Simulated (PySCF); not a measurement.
## Nd(49+): ionisation energy

Nd(49+) [Ne] 3s1 (2S) → Nd(50+) [Ne] (1S), as a difference of total energies. Calculation: PySCF 2.14, in an even-tempered Gaussian basis (17 s from 11 bohr⁻², ratio 2.5; 12 p from 14 bohr⁻², ratio 2.5; 4 d from 52 bohr⁻², ratio 2.7; 4 f from 78 bohr⁻², ratio 2.7); the spin-free X2C one-electron Hamiltonian (Gaussian nucleus). Correlated levels: outer shells: 1s2 frozen; virtual orbitals above 40 to 60 times the deepest correlated orbital energy dropped. The calculations carry no spin-orbit coupling.

| method | ionisation energy (eV) |
| --- | --- |
| UHF | 4302.1 |
| LDA | 4305.2 |
| PBE | 4309.0 |
| PBE0 | 4307.4 |
| r2SCAN | 4301.2 |
| B3LYP | 4308.0 |
| B97-3 | 4305.2 |
| MP2 (outer shells) | 4302.9 |
| SCS-MP2 (outer shells) | 4302.7 |

Breit and QED terms and the two-electron picture change are absent.

For comparison: 4302 ± 4 eV (theoretical estimate listed by NIST; NIST Atomic Spectra Database, ionization energies).
